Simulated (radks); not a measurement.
The numbers below are computed, except where a source is named.
Valence configurations of neutral tellurium (all share [Kr]). Code: a radial shooting solver on a logarithmic mesh with Libxc functionals. Model: scalar-relativistic Kohn-Sham, PBE, spin-polarised, spherical densities, finite nucleus; open shells are filled with parallel spins first (spin-orbit coupling, left out, can overturn this in heavy ions); Fermi nuclear charge, rms radius 4.7423 fm. Order these by energy: 4d10 5s1.5 5p4.5; 4d10 5p6; 4d9 5s1.5 5p5.5; 4d9 5s2 5p5; 4d10 5s2 5p4; 4d10 5s1 5p5; 4d9.5 5s1 5p5.5; 4d10 5s0.5 5p5.5; 4d9.5 5s2 5p4.5.

Answer. From the lowest, in eV above it: 4d10 5s2 5p4 0.000; 4d10 5s1.5 5p4.5 4.597; 4d10 5s1 5p5 9.216; 4d10 5s0.5 5p5.5 14.416; 4d9.5 5s2 5p4.5 18.672; 4d10 5p6 19.330; 4d9.5 5s1 5p5.5 28.239; 4d9 5s2 5p5 38.442; 4d9 5s1.5 5p5.5 43.389. NIST lists [Kr] 4d10 5s2 5p4 as the ground configuration; this level of theory agrees among the configurations tried. The energies are those of spherical high-spin densities, not of single terms.
